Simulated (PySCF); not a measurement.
Computed shifts of a molecule CH₆F₂Si₃, PySCF with PBE/pcSseg-1, GIAO, gas phase, atoms alike by connectivity averaged where their shifts nearly agree, in ppm (number of nuclei): ¹⁹F: -239.4 (2). ²⁹Si: 45.8 (2), -88.8 (1). ¹³C: 24.6 (1). ¹H: 6.97 (2), 4.50 (1), 4.13 (1), 1.73 (1), 0.61 (1). References: ¹⁹F against CFCl3 (σ = 133.6 ppm); ²⁹Si against TMS (σ = 335.4 ppm); ¹³C against TMS (σ = 182.0 ppm); ¹H against TMS (σ = 31.49 ppm), references at their B3LYP-D3(BJ)/def2-TZVP geometries, non-relativistic. Geometry: PBE0-D3(BJ)/def2-SVP. Other conformers were not sampled.

**Question.** Pick the molecule that these values belong to.
A. F[Si@@H]1C[Si@H](F)[SiH2]1
B. F[Si]1(F)[SiH2]C[SiH2]1
C. F[Si]1(F)C[SiH2][SiH2]1
D. F[Si@@H]1C[SiH2][Si@@H]1F

**Answer.** A, F[Si@@H]1C[Si@H](F)[SiH2]1
